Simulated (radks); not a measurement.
The numbers below are computed, except where a source is named.
P3+, configuration [Ne] 3s2. Code: a radial shooting solver on a logarithmic mesh with Libxc functionals. Model: Dirac Kohn-Sham, PBE, spin-unpolarised, spherical densities, finite nucleus; Fermi nuclear charge, rms radius 3.1889 fm.

Unscreened Slater integrals over Kohn-Sham orbitals (hartree). Large and small components are both included.

integral            value
F0(3s1/2,3s1/2)   0.53871
F0(3s1/2,2p3/2)   0.71140
G1(3s1/2,2p3/2)  0.056547
F0(3s1/2,2p1/2)   0.71174
G1(3s1/2,2p1/2)  0.056507
F0(3s1/2,2s1/2)   0.70564
G0(3s1/2,2s1/2)  0.045086
F0(2p3/2,2p3/2)    1.8994
F2(2p3/2,2p3/2)   0.87582
F0(2p3/2,2p1/2)    1.9038
G2(2p3/2,2p1/2)   0.87632
F0(2p3/2,2s1/2)    1.8090
G1(2p3/2,2s1/2)    1.0758
F0(2p1/2,2p1/2)    1.9083
F0(2p1/2,2s1/2)    1.8126
G1(2p1/2,2s1/2)    1.0757
F0(2s1/2,2s1/2)    1.7498
